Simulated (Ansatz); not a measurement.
A structure relaxed at PBE-D4/def2-SVP in Ansatz, charge 0, singlet:

Cartesian coordinates in Å:
```
B 0.0185 -1.1621 -1.0530
H 0.8335 -1.9825 -1.4274
As -0.8823 -1.5329 0.7066
B 0.0182 0.0461 1.5676
H 0.8330 -0.2020 2.4347
As -0.2294 2.0234 1.1412
B -0.8930 1.2223 -0.5637
H -2.0589 0.8903 -0.4108
As -0.2289 0.4462 -2.2798
H 0.0176 -2.6613 1.2270
H 1.2856 2.1842 0.9075
H 1.2860 0.7284 -2.2500
```

Problem. Give its formula, name or SMILES and point group.

Solution. (HBAsH)3 ring (B3As3H6). Point group Cs (tolerance 0.1 Å).

Problem. Summarise the bond lengths by kind (pairs closer than 1.2 times the sum of covalent radii, bridged metal pairs left out).

Solution. 6 × As–B 2.00 to 2.04 Å; 3 × B–H 1.22 Å; 3 × As–H 1.53 to 1.54 Å.
